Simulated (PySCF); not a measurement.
`N[SiH2]O[SiH2]C[SiH3]`. Theory: PBE0-D3(BJ)/def2-SVP geometry optimisation, gas phase in PySCF.

```
atom  x, y, z in Å
N1     3.3014    0.0910    0.5736
Si2    1.6206    0.4190    0.4669
O3     0.7019   -0.8687   -0.0420
Si4   -0.6687   -1.7572   -0.2793
C5    -2.1435   -0.9423    0.5409
Si6   -2.4347    0.8531    0.0580
H7     3.6657   -0.4939    1.3172
H8     3.8584   -0.0024   -0.2684
H9     1.1553    0.8007    1.8312
H10    1.4458    1.5202   -0.5208
H11   -0.9266   -1.8795   -1.7466
H12   -0.4571   -3.1253    0.2848
H13   -3.0440   -1.5281    0.2833
H14   -2.0273   -0.9979    1.6372
H15   -1.3177    1.7158    0.5517
H16   -3.7120    1.3674    0.6422
H17   -2.5060    0.9862   -1.4301
```

(1) How far are the heavy atoms from their best plane (unweighted least squares)?

(2) What is the repulsion energy of the bare nuclei, Σ ZA·ZB/RAB?

(3) Work out the bond lengths N1–Si2, Si2–O3, Si2–H9, O3–Si4, Si4–C5, C5–H14, Si6–H15, Si6–H16 in pm.

(4) Where is the centre of mass (commonest isotopes), and what is the radius of gyration?

(5) How far apart are these pairs, which share no bond: O3···H7, O3···H17, Si6···H9, H7···H10, H11···H14?

Answers

(1) 0.269 Å rms; N1 0.12, Si2 0.04, O3 0.21, Si4 0.23, C5 0.51, Si6 0.24 Å (magnitudes).

(2) 449.41 Eh over 136 pairs, with full nuclear charges and distances in bohr; the largest single term is 35.91 Eh (O3 with Si4).

(3) For N1–Si2 the difference vector is (-1.6808, 0.3280, -0.1067) Å, of length 1.7158 Å. N1–Si2 171.6; Si2–O3 166.2; Si2–H9 149.1; O3–Si4 165.1; Si4–C5 187.4; C5–H14 110.4; Si6–H15 149.5; Si6–H16 149.6 pm.

(4) Mass 137.015 u; centre at (-0.100, -0.286, 0.170) Å; Rg = √(Σ m r²/M) = 2.277 Å. As Ia + Ib + Ic = 2 Σ m r², the three principal moments sum to 1421.0 u·Å².

(5) O3···H7 3.282 Å (3 bonds apart); O3···H17 3.957 Å (4 bonds apart); Si6···H9 4.004 Å (5 bonds apart); H7···H10 3.516 Å (3 bonds apart); H11···H14 3.666 Å (3 bonds apart).

PBE0-D3(BJ)/def2-SVP frequencies: not computed here. The numbers are those of one conformer.

Hardware: one thread, Arm Neoverse V1 (aarch64), no GPU (shared host). Cost: 2.2 min of wall time, 0.60 GiB resident at most. This is the geometry optimisation.
